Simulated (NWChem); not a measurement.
# Ionisation of C5H7O

```
C
H 1 1.1001
H 1 1.1031 2 106.06
C 1 1.5252 2 109.29 3 115.09
O 4 1.2012 1 125.35 2 -46.25
C 4 1.5265 5 125.48 1 179.51
H 6 1.1081 4 109.16 5 52.14
H 6 1.1088 7 104.62 4 116.32
C 6 1.4827 7 114.88 8 126.37
H 9 1.0916 6 123.98 7 -57.84
C 9 1.4970 10 123.06 6 -175.32
H 11 1.1050 9 111.93 10 -54.04
H 11 1.1083 12 104.90 9 -120.53
```
Charge 0, spin multiplicity 2.

Everything below was run with NWChem. The geometry was optimised at UPBE0/def2-SVP, with no frequency check, so it may be a saddle point. It is one conformer; others weren't searched.

Basis set: def2-SVP. The species with one electron less has spin multiplicity 1 and keeps the geometry of the parent. Δ marks differences of total energies (open shells unrestricted). −ε marks an orbital energy of the parent. That orbital need not have the symmetry of the hole or added electron in the Δ rows. That singlet is a closed-shell solution.

The correlated methods keep 6 core orbitals frozen. B3LYP has NWChem's definition, with VWN1-RPA local correlation. The structure started from a generated list of species. No SCF solution was tested for a lower state. Open-shell Hartree-Fock references start from PBE0 orbitals.

Q: Order these methods by the first vertical ionisation energy they give, lowest first: −ε(alpha HOMO) of B3LYP, G0W0@LDA (SVWN5), −ε(alpha HOMO) of HF, G0W0@PBE0, ΔB2PLYP.

A: −ε(alpha HOMO) of B3LYP (5.42 eV), G0W0@LDA (SVWN5) (7.08 eV), G0W0@PBE0 (7.54 eV), ΔB2PLYP (7.86 eV), −ε(alpha HOMO) of HF (9.38 eV)
